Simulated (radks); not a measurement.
Problem. Pd III, configuration [Kr] 4d8. Method: Dirac Kohn-Sham, LDA (Slater exchange, Perdew-Wang correlation), spin-unpolarised, spherical densities, point nucleus; open shells fill j = l - 1/2 first; computed with a radial shooting solver on a logarithmic mesh with Libxc functionals. Some entries of the table are withheld. Estimate them.

orbital  occ.  eigenvalue (eV)  <r^2> (bohr^2)
1s1/2       2        -24147.41        0.001374
2s1/2       2              (1)         0.02254
2p1/2       2              (2)         0.01687
2p3/2       4              (3)         0.01820
3s1/2       2        -659.9126          0.1652
3p1/2       2              (4)          0.1607
3p3/2       4              (5)          0.1701
3d3/2       4        -354.4142          0.1512
3d5/2       6        -348.8750          0.1541
4s1/2       2        -110.4337           1.006
4p1/2       2         -79.2933           1.174
4p3/2       4         -74.7176           1.247
4d3/2       4         -27.8548           2.235
4d5/2       4         -27.3238           2.290
5s1/2       0         -20.5635           7.390
5p1/2       0         -14.5140           10.39
5p3/2       0         -14.0648           10.92

Solution. 
(1) 2s1/2 eigenvalue (eV): -3547.348
(2) 2p1/2 eigenvalue (eV): -3294.239
(3) 2p3/2 eigenvalue (eV): -3135.088
(4) 3p1/2 eigenvalue (eV): -559.9139
(5) 3p3/2 eigenvalue (eV): -532.1649
